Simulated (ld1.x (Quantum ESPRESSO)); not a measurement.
## Hf (Z = 72), ultrasoft: configuration errors across variants

* Element: Hf (Z = 72)
* Generator: ld1.x (Quantum ESPRESSO) 7.5
* Type: ultrasoft
* Functional: PBE
* Relativity: scalar-relativistic
* Frozen core: [Xe] 4f14
* Valence charge: 4
* Reference configuration: 5d2 6s2 6p0
* Partial waves: 6s (bound): rcut 2.90, rcutus 3.05 bohr; 6s channel at 0.85 Ry: rcut 2.90, rcutus 3.05 bohr; 6p (bound, empty): rcut 2.55, rcutus 3.00 bohr; 6p channel at 1.9 Ry: rcut 2.55, rcutus 3.00 bohr; 5d (bound): rcut 1.80, rcutus 2.05 bohr; 5d channel at 0.35 Ry: rcut 1.80, rcutus 2.05 bohr
* Local potential: all-electron potential smoothed inside 2.40 bohr (lloc = -1)
* Core correction: a·sin(br)/r model core, default radius (core density twice the valence density)
* Augmentation charge: PSQ, inside the norm-conserving radii

All-electron excitation energies from the reference (eV): (1) 5d2 6s1 6p0 7.976; (2) 5d2 6s0 6p0 22.156; (3) 5d1 6s0 6p0 43.950; (4) 5d2 6s1 6p1 3.826; (5) 5d3 6s0 6p0 9.989; (6) 5d2.5 6s1.5 6p0 1.255; (7) 5d2 6s0 6p2 7.862.

3 further variants failed, have other tests or too few solved ones, and are left out.

A true bound ghost makes a file unfit for plane-wave use even where its test errors are small: the radial tests pick states by their node count and pass the ghost by.

Errors AE − PS in meV (a dash: test not solved or not reliable):

| change | (1) | (2) | (3) | (4) | (5) | (6) | (7) | bound ghosts |
| --- | --- | --- | --- | --- | --- | --- | --- | --- |
| base | -6.4 | -39 | -297 | -7.3 | -56 | -9.5 | -31 | none |
| type TM; waves now 6s (bound): rc 3.05 bohr; 5d (bound): rc 2.05 bohr; 6p (bound): rc 3.00 bohr; local potential the p channel | +7.1 | -70 | -339 | -0.3 | -86 | -9.4 | -23 | s |
| wave 6s channel at 0.85 Ry: rcut 2.90, rcutus 3.05 bohr becomes 6s channel at 2.55 Ry: rcut 2.90, rcutus 3.05 bohr | -6.4 | -39 | -297 | -7.2 | -56 | -8.7 | -31 | none |

**Question.** Give the same row for: local potential all-electron potential smoothed inside 1.95 bohr (lloc = -1).

**Answer.** -6.4, -39, -297, -7.7, -57, -9.7, -34; bound ghosts: s, p.
